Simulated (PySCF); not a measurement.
# Ionising NaHg

PBE0; Na def2-SVPD, Hg def2-SVPD with ECP60; scalar-relativistic core potentials (PySCF 2.14). Neutral (UKS): doublet (σ ↑), Re = 3.487 Å, ωe = 56.4 cm⁻¹, De = 0.08 eV, HOMO -3.46 eV, LUMO -1.48 eV.

NaHg⁺ (UKS): singlet (closed shell), Re = 3.060 Å, ωe = 114 cm⁻¹, De = 0.36 eV to Na⁺ + Hg. The energies at the minima are -315.62899 hartree for NaHg and -315.44718 for NaHg⁺.

Question: Work out the adiabatic ionisation energy, without and with harmonic zero-point energies (1 hartree = 27.2114 eV, 1 eV = 8065.5 cm⁻¹), and the change of the bond length.

Answer: At PBE0: 0.18181 hartree = 4.947 eV between the minima; the zero-point term (114.0 − 56.4)/2 cm⁻¹ = +0.004 eV makes it 4.951 eV. Re changes by -42.7 pm against the neutral. The electron leaves a σ orbital, and the shorter bond of the ion fits an antibonding orbital, or a change in how ionic the bond is.

NaHg⁻ (UKS): singlet (closed shell), Re = 3.958 Å, ωe = 43.0 cm⁻¹, De = 0.18 eV to Na⁻ + Hg. The energies at the minima are -315.62899 hartree for NaHg and -315.64645 for NaHg⁻.

Question: Work out the adiabatic electron affinity, without and with harmonic zero-point energies (1 hartree = 27.2114 eV, 1 eV = 8065.5 cm⁻¹), and the change of the bond length.

Answer: At PBE0: 0.01746 hartree = 0.475 eV between the minima; the zero-point term (56.4 − 43.0)/2 cm⁻¹ = +0.001 eV makes it 0.476 eV. Re changes by +47.1 pm against the neutral. The electron enters a σ orbital, and the ion is left as a loose complex of an ion and an atom.

Closed-shell solutions of metal pairs were not tested for spin polarisation, which can lower them a little. Weak bonds: NaHg, NaHg⁺, NaHg⁻. Basis-set superposition, not corrected here, can be much of De in a small basis, most of all at correlated wavefunction levels. Spin–orbit coupling is left out. For an ion De counts to the pair picked by the measured ionisation energies or electron affinities, which need not be the lowest pair at this level. The highest Kohn–Sham level is positive in this anion. Much of that is self-interaction error, but it also means that the finite basis helps to hold the extra electron. States were picked by a PBE0 search and need not be the measured ground states.
